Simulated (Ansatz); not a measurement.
Cost and result for the atomization energy of CH5GaO2Si (`[OH][Ga]1[O]C[SiH2]1`) (10 atoms, 10 bonds).

```xyz
10

O    -2.604   -1.490    0.658
Ga   -1.187   -0.526    0.201
O     0.520   -0.992    0.703
C     1.338    0.032    0.136
Si    0.112    1.208   -0.768
H    -2.383   -2.264    1.184
H     2.070   -0.400   -0.557
H     1.897    0.556    0.921
H     0.000    2.591   -0.228
H     0.238    1.286   -2.249
```

The species carries charge 0 and has multiplicity 1. Correlated methods include outer-core shells of Ga, which these sets cover unevenly. Scalar relativity is left out up to krypton. Geometry: relaxed with PBE0-D4/def2-TZVP. It is one conformer, not always the lowest. Program: Ansatz. All runs use 4 threads of an Intel Xeon 6975P-C on a shared host. Times are those of one run each, without the atoms' runs, and a repeat can differ threefold. Electronic energies, without spin–orbit coupling; frozen cores. CCSD(T)/CBS adds CCSD(T) − MP2 in def2-TZVPP to the MP2 limit, and its time is that of the two runs behind it. T1 = 0.016. With those shells the extrapolation isn't a true limit. B3LYP takes the VWN-RPA correlation (the form of Gaussian; ORCA's B3LYP/G).

CCSD(T)/CBS is a level of theory with its own doubt, some kJ/mol a heavy atom from the limit and from the frozen cores, so smaller differences don't rank the functionals.

```csv
level,functions,atomization (kJ/mol),difference from CCSD(T)/CBS,per bond
B3LYP-D4/def2-TZVPP (with forces),253,3412.5,-48.4,-4.8
CCSD(T)/CBS(def2),–,3460.9,0.0,0.0
CCSD(T)/def2-SVP,117,3211.6,-249.3,-24.9
LDA (SPW92)/def2-TZVPP,253,4001.7,540.8,54.1
ωB97M-V/def2-TZVPP (with forces),253,3440.1,-20.8,-2.1
MP2/def2-QZVPP,480,3503.3,42.4,4.2
CCSD(T)/def2-TZVPP,253,3364.3,-96.6,-9.7
r2SCAN-D4/def2-TZVPP (with forces),253,3461.8,0.9,0.1
PBE-QIDH/def2-TZVPP,253,3413.9,-47.0,-4.7
PBE0-D4/def2-TZVPP,253,3422.6,-38.3,-3.8
B97M-V/def2-TZVPP,253,3445.6,-15.3,-1.5
ωB97X-V/def2-TZVPP,253,3460.5,-0.4,0.0
B2PLYP/def2-TZVPP,253,3394.5,-66.4,-6.6
```

(1) Order the runs by time, with rough figures. (Best estimate.)

## Answers

(1) The calculation gave: LDA (SPW92)/def2-TZVPP 0.8 s; PBE0-D4/def2-TZVPP 1.9 s; r2SCAN-D4/def2-TZVPP (with forces) 2.5 s; B3LYP-D4/def2-TZVPP (with forces) 2.7 s; B2PLYP/def2-TZVPP 3.2 s; PBE-QIDH/def2-TZVPP 3.2 s; ωB97X-V/def2-TZVPP 4 s; CCSD(T)/def2-SVP 4.1 s; B97M-V/def2-TZVPP 4.3 s; ωB97M-V/def2-TZVPP (with forces) 6 s; MP2/def2-QZVPP 14 s; CCSD(T)/def2-TZVPP 62 s; CCSD(T)/CBS(def2) 76 s.

From r2SCAN to r2SCAN0 (25 % exact exchange), in def2-TZVPP and without D4, the atomization energy moves by −82.7 kJ/mol: exact exchange takes away binding that semilocal exchange gives to molecules. At CCSD(T), def2-SVP lies −249.3 kJ/mol from the extrapolated value and def2-TZVPP −96.6 kJ/mol: correlation converges slowly with the basis, and small sets miss more of it in the bonded molecule than in its fragments. In def2-TZVPP, CCSD(T) changes the Hartree–Fock value by +998.0 kJ/mol (the triples alone add +66.1 kJ/mol) and MP2 by +1079.6 kJ/mol; breaking electron pairs costs correlation energy, which Hartree–Fock lacks.
